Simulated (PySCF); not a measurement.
An unknown gives this computed stick spectrum. Computed with TDDFT CAM-B3LYP/def2-SVPD, vertical, gas phase, core orbitals frozen in the response (PySCF 2.14.0, density-fitted response routines). Geometries: GFN2-xTB, one conformer each.

```
state  E (eV)       f   main configurations (H = HOMO, L = LUMO)
   S1    5.02   0.130                                  H→L (87%)
   S2    5.06   0.012                      H→L+1 (70%), H→L (9%)
   S3    5.63  0.0014                                H-2→L (76%)
   S4    5.84  0.0029      H→L+3 (50%), H→L+4 (11%), H-2→L (11%)
   S5    6.01   0.085                  H-1→L (70%), H-2→L+3 (8%)
   S6    6.15   0.022                                H→L+2 (88%)
   S7    6.76  0.0007  H→L+3 (33%), H-1→L+1 (25%), H-1→L+3 (19%)
   S8    6.95   0.016                                H→L+5 (72%)
```

Triplets computed (Tamm–Dancoff): 3.15, 4.64, 5.09 eV.

Question: Which structure fits?
A. `C#C[C@H]1S[C@@H](F)C1`
B. `C#C[C@@H]1S[C@]1(C)F`
C. `C#CC1=CC[C@@H](F)S1`

Answer: C. Its S1, at 5.02 eV, is the highest among the candidates; the nearest of the others has S1 at 4.61 eV. S1 is HOMO→LUMO (87%). Löwdin shares by element: HOMO carbon 46% or more, sulfur 36% (atoms not listed hold the other 19%); LUMO carbon 76% or more (atoms not listed hold the other 24%). At the same level the other candidates give, for their lowest levels:
- `C#C[C@@H]1C[C@H](F)S1`: 4.60 eV (f 0.001); 6.06 eV (f 0.001); 6.25 eV (f 0.064); 6.36 eV (f 0.031); 6.57 eV (f 0.020); T1 4.08 eV; HOMO -8.49, LUMO 0.21 eV
- `C#C[C@@H]1S[C@]1(C)F`: 4.61 eV (f 0.005); 5.84 eV (f 0.020); 6.15 eV (f 0.095); 6.38 eV (f 0.002); 6.44 eV (f 0.011); T1 4.11 eV; HOMO -8.49, LUMO 0.10 eV
